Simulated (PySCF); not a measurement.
A TDDFT job was run through a driver script with this input:

```
{"job": {"kind": "uv", "xc": "B3LYP", "basis": "def2-SVPD", "nstates": 8, "ntriplets": 3}, "charge": 0, "multiplicity": 1}
C      2.031369    -0.002412     0.112646
Se     0.752049     1.493698     0.000953
Se    -1.096083     0.535407     0.959488
C     -1.992420    -0.212966    -0.630438
H      3.000839     0.383737    -0.186478
H      1.722912    -0.798827    -0.558952
H      2.069823    -0.360171     1.137395
H     -2.090781     0.566945    -1.379685
H     -1.416104    -1.047788    -1.019477
H     -2.972720    -0.552969    -0.310821
```

The program printed:

```
coarse grid: 39856 points
cycle   1  E = -4882.3540989046  dE = -1.651e+00  |g| = 3.400e-01  |ddm| = 3.815e+00
cycle   2  E = -4882.3471639342  dE =  6.935e-03  |g| = 3.647e-01  |ddm| = 6.942e-01
cycle   3  E = -4882.3755757573  dE = -2.841e-02  |g| = 7.126e-02  |ddm| = 4.104e-01
cycle   4  E = -4882.3771967607  dE = -1.621e-03  |g| = 1.152e-02  |ddm| = 1.090e-01
cycle   5  E = -4882.3772413045  dE = -4.454e-05  |g| = 3.839e-03  |ddm| = 2.311e-02
cycle   6  E = -4882.3772455844  dE = -4.280e-06  |g| = 5.989e-04  |ddm| = 6.029e-03
final grid: 80800 points
cycle   7  E = -4882.3771508390  dE = -2.403e-08  |g| = 6.735e-04  |ddm| = 3.157e-03
cycle   8  E = -4882.3771508093  dE =  2.968e-08  |g| = 7.609e-04  |ddm| = 1.942e-03
cycle   9  E = -4882.3771509362  dE = -1.269e-07  |g| = 4.591e-05  |ddm| = 1.027e-03
cycle  10  E = -4882.3771509368  dE = -5.921e-10  |g| = 9.235e-06  |ddm| = 7.351e-05
converged SCF energy = -4882.3771509368

Static polarisability (au): isotropic 85.749, principal 73.760 76.133 107.353

Singlet excitations
state   eV       nm        f      main configurations
  1   3.9237    316.0   0.00279   H->L 0.99
  2   4.0077    309.4   0.00842   H-1->L 0.98
  3   5.2408    236.6   0.00223   H->L+2 0.52, H-1->L+1 0.41
  4   5.2786    234.9   0.00185   H->L+1 0.58, H-1->L+2 0.37
  5   5.5078    225.1   0.00274   H-1->L+2 0.56, H->L+1 0.39
  6   5.5230    224.5   0.03857   H-1->L+1 0.53, H->L+2 0.36
  7   5.7542    215.5   0.03959   H->L+3 0.92
  8   5.8085    213.5   0.02468   H-1->L+3 0.92

Triplet excitations (Tamm-Dancoff, eV): 3.3928 3.4342 4.7516
```

The calculation used TDDFT B3LYP/def2-SVPD, vertical, gas phase, core orbitals frozen in the response (PySCF 2.14.0, density-fitted response routines). One conformer (not necessarily the lowest) at the GFN2-xTB geometry, without solvent, vibrations or thermal averaging. Relativistic effects, spin–orbit coupling among them, are left out although an element past zinc is present.

(1) Which orbital energies lie behind H and L?

(2) What is the gap between the lowest singlet and the lowest triplet?

(3) How much of the mean polarisability do the listed states account for?

(4) What is the total energy of state 8 at this geometry?

(5) What transition dipole goes with state 7?

(6) Which species is it?

Results:

(1) HOMO -6.31 eV and LUMO -1.29 eV, a gap of 5.02 eV; state 1 differs from that by -1.09 eV.

(2) 3.9237 − 3.3928 = 0.5309 eV (full response against Tamm–Dancoff).

(3) The sum over states Σ f/ΔE² (ΔE in hartree) gives 3.06 au, 4% of the total; the rest comes from higher roots of the same response equations.

(4) -4882.37715 + 0.21346 = -4882.16369 hartree.

(5) |μ|² = 3f / (2ΔE) = 3 × 0.0396 / (2 × 0.2115) = 0.281 au, so |μ| = 1.35 D.

(6) dimethyl diselenide, `C[Se][Se]C` (C2H6Se2), point group C2.

The SCF starts on a coarse grid; the energy jumps when the final grid takes over, and dE counts afresh there. H and L stand for HOMO and LUMO.

Conformer computed: `[CH3:1][Se:2][Se:3][CH3:4]`: C1–Se2–Se3–C4 -91°.
